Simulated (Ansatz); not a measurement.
Geometry optimisation, Ansatz 0.2.0, RKS PBE/def2-SVP.

input.yaml

```yaml
crystal:
  periodic: [false, false, false]
  atoms:
    - { symbol: Ta, position_ang: [-0.131383, 0.171961, 0.073393] }
    - { symbol: Cl, position_ang: [2.26369, 0.596148, 0.288109] }
    - { symbol: Cl, position_ang: [-0.184632, 0.279241, 2.406409] }
    - { symbol: Cl, position_ang: [0.355446, -0.501756, -2.109221] }
    - { symbol: Cl, position_ang: [-1.154818, 2.13897, -0.390057] }
    - { symbol: Cl, position_ang: [-1.802627, -1.418464, 0.149813] }
    - { symbol: F, position_ang: [1.420364, -2.448073, 0.748317] }
    - { symbol: H, position_ang: [2.189559, -1.921428, 0.785837] }
basis:
  gaussian: { orbitals: def2-SVP }
hamiltonian:
  xc: pbe
relax:
  f_tol: 0.03
  max_steps: 50
output:
  orbitals: {}
```

Launched with:

```bash
$ ansatz run input.yaml --threads 4 --pin off --max-ram 5120MiB --backend cpu --events-out ev --progress --plain --runs-dir out
```

Question: Where does it end, and by what steps?

Answer: The run converged. After 8 steps the energy has fallen by 0.270 eV; F7 moved furthest, 0.50 Å. Joined: Ta1–F7 (3.12 → 2.40 Å).

```
step  energy less start (eV)  largest force component (eV/Å)  accepted
   0                  0.0000                           0.977       yes
   1                 -0.1153                           0.440       yes
   2                 -0.2163                           0.406       yes
   3                 -0.2417                           0.473       yes
   4                 -0.2648                           0.156       yes
   5                 -0.2678                           0.102       yes
   6                 -0.2696                           0.040       yes
   7                 -0.2698                           0.040       yes
   8                 -0.2702                           0.016       yes
```

```xyz
8
Properties=species:S:1:pos:R:3
Ta -0.025 -0.019 0.130
Cl 2.320 0.504 0.328
Cl -0.146 0.193 2.462
Cl 0.422 -0.620 -2.093
Cl -0.988 1.985 -0.349
Cl -1.804 -1.502 0.172
F 1.159 -2.040 0.638
H 2.018 -1.604 0.665
```

Whether the end is a true minimum wasn't checked by a vibrational analysis.

Run time: 24 s on 4 threads of Arm Neoverse V2, on a shared host, peak memory 0.16 GiB.
